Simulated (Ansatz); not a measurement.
`[BH2][GeH2][O]C` and `C[O][GeH3]` differ in one atom or group.

Ansatz, PBE0-D4/def2-TZVP geometries, multiplicity 1. Each molecule was computed in one conformer, which needn't be the lowest.

Scalar relativity is left out up to krypton.

| property | `[BH2][GeH2][O]C` |
| --- | --- |
| size of the dipole moment (ωB97M-V/def2-TZVPP) / D | 0.91 |
| HOMO energy (ωB97M-V/def2-TZVPP) / eV | -9.98 |
| HOMO–LUMO gap (PBE0/def2-TZVPP) / eV | 5.06 |
| HOMO–LUMO gap (PBE/def2-TZVPP) / eV | 2.51 |
| size of the dipole moment (B3LYP/def2-TZVPP) / D | 0.87 |
| LUMO energy (ωB97M-V/def2-TZVPP) / eV | -0.57 |

Give the same properties after the change, and the shifts. (Best estimate.)

Ansatz gave: 
| property | `C[O][GeH3]` | shift |
| --- | --- | --- |
| size of the dipole moment (ωB97M-V/def2-TZVPP) / D | 1.14 | 0.23 |
| HOMO energy (ωB97M-V/def2-TZVPP) / eV | -10.15 | -0.17 |
| HOMO–LUMO gap (PBE0/def2-TZVPP) / eV | 8.08 | 3.02 |
| HOMO–LUMO gap (PBE/def2-TZVPP) / eV | 5.64 | 3.13 |
| size of the dipole moment (B3LYP/def2-TZVPP) / D | 1.11 | 0.24 |
| LUMO energy (ωB97M-V/def2-TZVPP) / eV | 2.08 | 2.65 |

With PBE0 the HOMO falls by 0.17 eV and the LUMO rises by 2.85 eV, so the gap widens by about 3.02 eV. PBE moves the HOMO by -0.15 eV and ωB97M-V by -0.17 eV. Dipoles are sizes alone; their direction can turn.

B3LYP here is the variant with VWN-RPA as its local correlation; programs differ in this.
